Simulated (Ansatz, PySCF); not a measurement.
Ga(Br)(OH)(NH2) (BrGaH₃NO), SMILES [NH2][Ga]([OH])[Br]. Atoms are numbered in the order given.

```xyz
7

Ga    -0.7672     0.1097     0.2296
Br     1.4099    -0.3067    -0.3995
O     -1.4116    -0.5957     1.7348
H     -0.7722    -1.1350     2.2175
N     -1.8164     1.1891    -0.7591
H     -2.8044     1.3111    -0.5670
H     -1.5423     1.5360    -1.6705
```

Geometry optimised at B3LYP-D3(BJ)/def2-SVP. The structure was generated by enumeration; whether it is a known compound was not checked. The values are those of a single conformer.

Two levels are set side by side: PBE-D3(BJ)/def2-SVP (Ansatz, a program for electronic structure) and B3LYP-D3(BJ)/def2-SVP (Ansatz). Each level has its own optimised geometry; the coordinates shown are those of the second. Frequencies come from the Hessian of PySCF at each geometry. Differences are taken from unrounded values.

```
quantity                            B3LYP-D3(BJ)
----------------------------------  ------------
mean bond length (Å)                       1.480
bond Ga1–Br2 (Å)                           2.304
bond Ga1–O3 (Å)                            1.783
bond Ga1–N5 (Å)                            1.801
bond O3–H4 (Å)                             0.966
bond N5–H6 (Å)                             1.014
bond N5–H7 (Å)                             1.013
highest harmonic wavenumber (cm⁻¹)          3853
mean harmonic wavenumber (cm⁻¹)             1146
zero-point energy (kcal/mol)               24.57
```

**Question.** What does PBE-D3(BJ) give, and how far is it from B3LYP-D3(BJ)? (Estimate from the structure and the level; the computed values follow.)

**Answer.** 
```json
[
 {"quantity": "mean bond length (Å)", "PBE-D3(BJ)": "1.490", "PBE-D3(BJ) minus B3LYP-D3(BJ)": "0.010"},
 {"quantity": "bond Ga1–Br2 (Å)", "PBE-D3(BJ)": "2.307", "PBE-D3(BJ) minus B3LYP-D3(BJ)": "0.003"},
 {"quantity": "bond Ga1–O3 (Å)", "PBE-D3(BJ)": "1.796", "PBE-D3(BJ) minus B3LYP-D3(BJ)": "0.013"},
 {"quantity": "bond Ga1–N5 (Å)", "PBE-D3(BJ)": "1.817", "PBE-D3(BJ) minus B3LYP-D3(BJ)": "0.016"},
 {"quantity": "bond O3–H4 (Å)", "PBE-D3(BJ)": "0.975", "PBE-D3(BJ) minus B3LYP-D3(BJ)": "0.009"},
 {"quantity": "bond N5–H6 (Å)", "PBE-D3(BJ)": "1.023", "PBE-D3(BJ) minus B3LYP-D3(BJ)": "0.009"},
 {"quantity": "bond N5–H7 (Å)", "PBE-D3(BJ)": "1.022", "PBE-D3(BJ) minus B3LYP-D3(BJ)": "0.009"},
 {"quantity": "highest harmonic wavenumber (cm⁻¹)", "PBE-D3(BJ)": "3739", "PBE-D3(BJ) minus B3LYP-D3(BJ)": "-115"},
 {"quantity": "mean harmonic wavenumber (cm⁻¹)", "PBE-D3(BJ)": "1128", "PBE-D3(BJ) minus B3LYP-D3(BJ)": "-18"},
 {"quantity": "zero-point energy (kcal/mol)", "PBE-D3(BJ)": "24.18", "PBE-D3(BJ) minus B3LYP-D3(BJ)": "-0.39"}
]
```

Exact exchange shortens and stiffens bonds; PBE has none. Differences between two approximate levels are no errors against the true value.
